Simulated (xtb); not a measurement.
Input file for xtb: GFN2-xTB on CF6Si (SMILES FC(F)(F)[Si](F)(F)F).

```
$ xtb mol.xyz --gfn 2 --sp --chrg 0 --uhf 0
8

F      1.58047640    -0.22656719    -1.07416065
C      0.95754768    -0.06575909     0.11181571
F      1.46193091     1.04473060     0.68874850
F      1.28987829    -1.11570153     0.89131458
Si    -0.93865867     0.06448770    -0.10961268
F     -1.26839968     1.29929319    -1.02225377
F     -1.47144213    -1.25036380    -0.78318256
F     -1.61133280     0.24998012     1.29733088
```

The log:

```
[...]
           -------------------------------------------------
          |                Calculation Setup                |
           -------------------------------------------------



           -------------------------------------------------
          |                 G F N 2 - x T B                 |
           -------------------------------------------------

        Reference                      10.1021/acs.jctc.8b01176
      * Hamiltonian:
        H0-scaling (s, p, d)           1.850000    2.230000    2.230000
        zeta-weighting                 0.500000
      * Dispersion:
        s8                             2.700000
        a1                             0.520000
        a2                             5.000000
        s9                             5.000000
      * Repulsion:
        kExp                           1.500000    1.000000
        rExp                           1.000000
      * Coulomb:
        alpha                          2.000000
        third order                    shell-resolved
        anisotropic                    true
        a3                             3.000000
        a5                             4.000000
        cn-shift                       1.200000
        cn-exp                         4.000000
        max-rad                        5.000000


          ...................................................
          :                      SETUP                      :
          :.................................................:
          :  # basis functions                  38          :
          :  # atomic orbitals                  37          :
          :  # shells                           17          :
          :  # electrons                        50          :
          :  max. iterations                   250          :
          :  Hamiltonian                  GFN2-xTB          :
          :  restarted?                      false          :
          :  GBSA solvation                  false          :
          :  PC potential                    false          :
          :  electronic temp.          300.0000000     K    :
          :  accuracy                    1.0000000          :
          :  -> integral cutoff          0.2500000E+02      :
          :  -> integral neglect         0.1000000E-07      :
          :  -> SCF convergence          0.1000000E-05 Eh   :
          :  -> wf. convergence          0.1000000E-03 e    :
          :  Broyden damping             0.4000000          :
          :  net charge                          0          :
          :  unpaired electrons                  0          :
          ...................................................

 iter      E             dE          RMSdq      gap      omega  full diag
   1    -32.4422545 -0.324423E+02  0.763E+00    8.92       0.0  T
   2    -32.5115040 -0.692494E-01  0.498E+00    7.88       1.0  T
   3    -32.5153434 -0.383936E-02  0.175E+00    7.94       1.0  T
   4    -32.5172683 -0.192493E-02  0.570E-01    7.52       1.0  T
   5    -32.5185328 -0.126453E-02  0.317E-01    7.74       1.0  T
   6    -32.5184998  0.329891E-04  0.180E-01    7.78       1.0  T
   7    -32.5187165 -0.216653E-03  0.622E-02    7.73       1.0  T
   8    -32.5187369 -0.204171E-04  0.228E-02    7.70       1.6  T
   9    -32.5187400 -0.306176E-05  0.984E-03    7.71       3.6  T
  10    -32.5187407 -0.709188E-06  0.345E-04    7.71     102.4  T
  11    -32.5187407 -0.269985E-09  0.580E-05    7.71     609.7  T

   *** convergence criteria satisfied after 11 iterations ***

         #    Occupation            Energy/Eh            Energy/eV
      -------------------------------------------------------------
         1        2.0000           -1.0071317             -27.4054
       ...           ...                  ...                  ...
        19        2.0000           -0.5854280             -15.9303
        20        2.0000           -0.5671039             -15.4317
        21        2.0000           -0.5671039             -15.4317
        22        2.0000           -0.5547259             -15.0949
        23        2.0000           -0.5545021             -15.0888
        24        2.0000           -0.5545021             -15.0888
        25        2.0000           -0.4962093             -13.5025 (HOMO)
        26                         -0.2128789              -5.7927 (LUMO)
        27                         -0.2128787              -5.7927
        28                         -0.1893815              -5.1533
        29                         -0.0536850              -1.4608
        30                         -0.0536846              -1.4608
       ...                                ...                  ...
        37                          0.9545526              25.9747
      -------------------------------------------------------------
                  HL-Gap            0.2833303 Eh            7.7098 eV
             Fermi-level           -0.3545441 Eh           -9.6476 eV

 SCC (total)                   0 d,  0 h,  0 min,  0.006 sec
 SCC setup                      ...        0 min,  0.000 sec (  1.061%)
 Dispersion                     ...        0 min,  0.000 sec (  2.209%)
 classical contributions        ...        0 min,  0.000 sec (  0.216%)
 integral evaluation            ...        0 min,  0.001 sec ( 18.866%)
 iterations                     ...        0 min,  0.003 sec ( 45.772%)
 molecular gradient             ...        0 min,  0.002 sec ( 30.846%)
 printout                       ...        0 min,  0.000 sec (  0.942%)

         :::::::::::::::::::::::::::::::::::::::::::::::::::::
         ::                     SUMMARY                     ::
         :::::::::::::::::::::::::::::::::::::::::::::::::::::
         :: total energy             -32.429558597187 Eh    ::
         :: gradient norm              0.015094993593 Eh/a0 ::
         :: HOMO-LUMO gap              7.709810898920 eV    ::
         ::.................................................::
         :: SCC energy               -32.518738023779 Eh    ::
         :: -> isotropic ES            0.084787884233 Eh    ::
         :: -> anisotropic ES          0.002987973668 Eh    ::
         :: -> anisotropic XC         -0.023532964406 Eh    ::
         :: -> dispersion             -0.005035029200 Eh    ::
         :: repulsion energy           0.089179426592 Eh    ::
         :: add. restraining           0.000000000000 Eh    ::
         :: total charge              -0.000000000000 e     ::
         :::::::::::::::::::::::::::::::::::::::::::::::::::::

           -------------------------------------------------
          |                Property Printout                |
           -------------------------------------------------

    * Orbital Energies and Occupations

         #    Occupation            Energy/Eh            Energy/eV
      -------------------------------------------------------------
         1        2.0000           -1.0071317             -27.4054
       ...           ...                  ...                  ...
        13        2.0000           -0.6200103             -16.8713
        14        2.0000           -0.6015548             -16.3691
        15        2.0000           -0.5957777             -16.2119
        16        2.0000           -0.5957776             -16.2119
        17        2.0000           -0.5872196             -15.9791
        18        2.0000           -0.5872195             -15.9791
        19        2.0000           -0.5854280             -15.9303
        20        2.0000           -0.5671039             -15.4317
        21        2.0000           -0.5671039             -15.4317
        22        2.0000           -0.5547259             -15.0949
        23        2.0000           -0.5545021             -15.0888
Note: The following floating-point exceptions are signalling: IEEE_DENORMAL
normal termination of xtb
        24        2.0000           -0.5545021             -15.0888
        25        2.0000           -0.4962093             -13.5025 (HOMO)
        26                         -0.2128789              -5.7927 (LUMO)
        27                         -0.2128787              -5.7927
        28                         -0.1893815              -5.1533
        29                         -0.0536850              -1.4608
        30                         -0.0536846              -1.4608
        31                          0.0454851               1.2377
        32                          0.0875554               2.3825
        33                          0.0875563               2.3825
        34                          0.1473956               4.0108
        35                          0.5657762              15.3956
        36                          0.9545508              25.9746
        37                          0.9545526              25.9747
      -------------------------------------------------------------
                  HL-Gap            0.2833303 Eh            7.7098 eV
             Fermi-level           -0.3545441 Eh           -9.6476 eV

     #   Z          covCN         q      C6AA      α(0)
     1   9 F        0.796    -0.202    11.259     3.964
     2   6 C        3.223     0.387    19.923     7.254
     3   9 F        0.796    -0.202    11.259     3.964
     4   9 F        0.796    -0.202    11.259     3.964
     5  14 Si       3.015     0.724   157.765    27.359
     6   9 F        0.705    -0.168    10.920     3.902
     7   9 F        0.705    -0.168    10.920     3.902
     8   9 F        0.705    -0.168    10.920     3.902

 Mol. C6AA /au·bohr⁶  :       1286.351011
 Mol. C8AA /au·bohr⁸  :      42450.945074
 Mol. α(0) /au        :         58.209516


Wiberg/Mayer (AO) data.
largest (>0.10) Wiberg bond orders for each atom

 ---------------------------------------------------------------------------
     #   Z sym  total        # sym  WBO       # sym  WBO       # sym  WBO
 ---------------------------------------------------------------------------
     1   9 F    1.080 --     2 C    0.972
     2   6 C    3.799 --     1 F    0.972     4 F    0.972     3 F    0.972
                             5 Si   0.757
     3   9 F    1.080 --     2 C    0.972
     4   9 F    1.080 --     2 C    0.972
     5  14 Si   4.359 --     6 F    1.187     8 F    1.187     7 F    1.187
                             2 C    0.757
     6   9 F    1.324 --     5 Si   1.187
     7   9 F    1.324 --     5 Si   1.187
     8   9 F    1.324 --     5 Si   1.187
 ---------------------------------------------------------------------------

Topologies differ in total number of bonds
Writing topology from bond orders to xtbtopo.mol

molecular dipole:
                 x           y           z       tot (Debye)
 q only:       -0.861       0.059      -0.101
   full:       -0.614       0.042      -0.072       1.575
molecular quadrupole (traceless):
                xx          xy          yy          xz          yz          zz
 q only:       -1.126       0.117       0.571      -0.199       0.014       0.555
  q+dip:       -0.437       0.045       0.221      -0.077       0.005       0.215
   full:        0.109      -0.011      -0.055       0.019      -0.001      -0.054


           -------------------------------------------------
          | TOTAL ENERGY              -32.429558597187 Eh   |
          | GRADIENT NORM               0.015094993593 Eh/α |
          | HOMO-LUMO GAP               7.709810898920 eV   |
           -------------------------------------------------

------------------------------------------------------------------------
------------------------------------------------------------------------
 total:
 SCF:
```

The run finished.

Cost: roughly 0.020 core-seconds.
